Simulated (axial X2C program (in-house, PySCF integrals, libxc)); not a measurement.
Which molecule has these constants?

Calculated with an in-house all-electron X2C program for linear molecules (integrals from PySCF), spin-free (one-electron X2C) or two-component (2c: spin–orbit coupling with atomic mean-field Coulomb and Gaunt terms, which also bring small scalar terms), in Dyall basis sets with cores contracted in-house; open shells are unrestricted.

A two-component PBE0 calculation in a Dyall 3-zeta basis gave Re = 1.632 Å, ωe = 1103.7 cm⁻¹, Ω = 1.

Problem. Which molecule is it?
A. SnO⁺
B. PdO⁺
C. YO⁺
D. NbO⁺

Solution. D. The others have YO⁺ 1.726 Å and 963.6 cm⁻¹ (Ω = 0); PdO⁺ 1.775 Å and 669.3 cm⁻¹ (Ω = 3/2); SnO⁺ 1.974 Å and 642.1 cm⁻¹ (Ω = 3/2).

Each entry is the lowest single determinant of a limited PBE0 search at one distance. De goes to single-determinant-based atoms at the same level (for ions the charge split of lowest energy) and is withheld (n/a) where an atom does not fit its ground term or J level. Main or longest-lived isotopes. One determinant is a doubtful description, or other states lie close, for NbO⁺, PdO⁺, SnO⁺; these need not be ground states, and all values refer to the states named. Some open-shell Ω = 0 determinants are out of reach, so the Ω given for NbO⁺ need not be the lowest component. With several unpaired electrons the Ω given is that of one determinant, not necessarily of the lowest component. The functionals have no current term, which raises determinants with orbital currents.
